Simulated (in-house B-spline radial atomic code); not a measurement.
Ionising Ba³⁺ with different functionals

Computed with a B-spline radial code for spherical atoms: scalar-relativistic (spin-free X2C) Hamiltonian, Fermi nucleus of rms radius 4.8378 fm, spin-polarised at highest spin, spherical fractional occupations for the functionals, the average over the highest-spin determinants for Hartree-Fock. The ionisation energy is the difference of two self-consistent energies, [Kr] 4d10 5s2 5p5 → [Kr] 4d10 5s2 5p4, without Breit or QED terms; ε is the level of the shell that loses the electron (its least bound occupied spin orbital). There is no spin-orbit coupling in this Hamiltonian.

Hybrids are left out here: with spherical fractional occupations of an open shell their exact exchange keeps a self-interaction that integer-occupation calculations don't have.

| method | rung | ΔSCF (eV) | -ε(5p) (eV) |
| --- | --- | --- | --- |
| Hartree-Fock | Hartree-Fock | 46.11 | 46.64 |
| LDA VWN5 | LDA | 47.62 | 41.97 |
| LDA PW92 | LDA | 47.62 | 41.97 |
| LDA exchange-only | LDA | 45.90 | 40.35 |
| PBE | GGA | 47.25 | 41.69 |
| PBEsol | GGA | 47.31 | 41.74 |
| BLYP | GGA | 47.13 | 41.52 |
| RPBE | GGA | 47.16 | 41.63 |
| PW91 | GGA | 47.35 | 41.78 |
| BP86 | GGA | 47.42 | 41.83 |
| AM05 | GGA | 47.30 | 41.73 |
| OLYP | GGA | 47.14 | 41.66 |
| TPSS | meta-GGA | 47.30 | 41.79 |
| SCAN | meta-GGA | 47.41 | 41.98 |
| r2SCAN | meta-GGA | 47.39 | 41.98 |
| revTPSS | meta-GGA | 47.30 | 41.81 |

Problem. How do they compare with the NIST value?

Solution. NIST lists 47.0 eV ± 0.3 (semi-empirical, ground level to ground level). Errors run from -1.10 to +0.62 eV; BLYP is closest (+0.13 eV), though others lie within the uncertainty of it, and part of that can be cancellation, since the calculations leave out spin-orbit coupling, Breit-QED terms, multiplet and fine-structure energies. Hartree-Fock also lacks correlation.
